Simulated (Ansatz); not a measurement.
`BN[SiH2]O` → `B[NH]`• + `O[SiH2]`• at 600 K and 1 bar (homolysis of the N–Si bond).

Isolated molecules relaxed with PBE0-D4/def2-TZVP in Ansatz; ΔE leaves out vibrations. CCSD(T)/CBS is the MP2 limit (def2-TZVPP, def2-QZVPP) plus CCSD(T) − MP2 in def2-TZVPP, frozen cores. This one scheme is used for every species. Open shells (•) are unrestricted, without spin–orbit coupling. One conformer a species, not always the lowest.

```
    species  CCSD(T)/CBS energy (Eh)  H − E (kJ/mol)  S (J/(mol·K))
`BN[SiH2]O`               -447.46614           241.1          403.6
   `B[NH]`•                -81.23832           112.7          294.9
 `O[SiH2]`•               -366.03356           107.5          302.9
```

H − E and S are ideal-gas, rigid-rotor, harmonic terms from PBE0-D4/def2-TZVP, for one conformer and one mirror image of each species, with the whole ground term of open shells counted as degenerate. 1 Eh = 2625.50 kJ/mol, R = 8.31446 J/(mol·K).

Problem. By hand: ΔE, ΔH, ΔS and ΔG.

Solution. ΔE = (-81.23832) + (-366.03356) − (-447.46614) = 0.19426 Eh = 510.0 kJ/mol. Δ(H − E) = 112.7 + 107.5 − 241.1 = -20.9, so ΔH = 489.1 kJ/mol. ΔS = 294.9 + 302.9 − 403.6 = 194.2 J/(mol·K). ΔG = 489.1 − 600 × (194.2)/1000 = 372.6 kJ/mol.

Problem. By hand: the equilibrium constant, and the temperature at which ΔG would vanish if ΔH and ΔS stayed fixed.

Solution. log₁₀ K = −ΔG/(RT ln 10) = -32.4. ΔG = 0 at ΔH/ΔS = 2519 K, far beyond where these terms or the molecules hold.

The number of gas molecules changes by +1, which sets the sign of ΔS. A doubt of 5 kJ/mol in ΔE shifts log₁₀ K by 0.4 here. Other conformers and mirror images would add mixing entropy, several J/(mol·K) or more a flexible species. These are equilibria of isolated gas molecules and say nothing of rates. Largest T1 diagnostic: 0.030 (customary marks: 0.02 for closed shells, 0.045 for open ones).
